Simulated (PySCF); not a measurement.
How methods differ on the excitation energy of Cs

Cs [Xe] 6s1 (2S) → Cs [Xe] 5d1 (2D), as a difference of total energies. Computed with PySCF 2.14 in def2-QZVPPD with the def2 core potential (46 electrons) (6s5p4d3f, 62 functions), with a scalar-relativistic core potential. Correlated levels: valence and next inner shell: nothing frozen outside the core potential. The calculations carry no spin-orbit coupling.

```csv
method,excitation energy (eV),error (eV)
UHF,1.722,-0.083
LDA,1.626,-0.179
PBE,1.502,-0.303
PBE0,1.541,-0.264
r2SCAN,1.508,-0.297
TPSSh,1.449,-0.356
B97-3,1.477,-0.328
M06,1.371,-0.434
revPBE,1.439,-0.366
MP2 (valence and next inner shell),1.873,+0.068
SCS-MP2 (valence and next inner shell),1.846,+0.041
```

Reference: 1.805 eV (measured; NIST levels, between the centres of gravity of the two terms).

Errors of the correlated levels include the incompleteness of this basis.
